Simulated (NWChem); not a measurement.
Spin states of CBr

```xyz
2

C      0.0000     0.0000     1.5506
Br     0.0000     0.0000    -0.2658
```
Charge 0, spin multiplicity 2.

All runs are NWChem calculations. All single points use one geometry, from UPBE0/def2-SVP, a minimum by its harmonic frequencies.

Basis set: def2-TZVP. The gap is E(quartet) − E(doublet) at the geometry of the doublet, so a negative value puts the higher spin lower. Open shells are unrestricted, coupled cluster uses restricted open-shell references. The quartet is the single determinant that the SCF runs reached, with unpaired electrons in orbitals of symmetry a1 and b1 and b2 (C2v labels); it need not be the lowest quartet, which in molecules with degenerate π orbitals can need several determinants.

| method | vertical doublet-quartet gap (kcal/mol) | relative cost | difference from CCSD(T) |
|---|---|---|---|
| B3LYP | 52.2 | 1 | +4.9 |
| PBE | 50.5 | under 3 | +3.2 |
| BLYP | 56.1 | under 3 | +8.7 |
| BP86 | 52.4 | under 3 | +5.0 |
| HF | 19.8 | under 3 | -27.6 |
| B2PLYP | 50.8 | under 3 | +3.4 |
| MP2 | 42.9 | 3 | -4.5 |
| CCSD(T) | 47.4 | 10 | 0.0 |

The values span 36.3 kcal/mol, from HF (lowest) to BLYP (highest). Relative cost: rough, from shared machines, SCF included, B3LYP = 1.

The Hamiltonian is non-relativistic. The correlated methods keep 10 core orbitals frozen. B3LYP has NWChem's definition, with VWN1-RPA local correlation. This spin state was chosen for the runs; another may lie lower. The structure started from a generated list of species. The unpaired electrons of the parent sit in orbitals of symmetry b1 (C2v labels of the run); other states weren't searched. The stability of the SCF solutions was not checked. Open-shell Hartree-Fock references start from PBE0 orbitals; any time given for them includes that run. Differences from the coupled-cluster row are differences between methods, not errors against experiment.
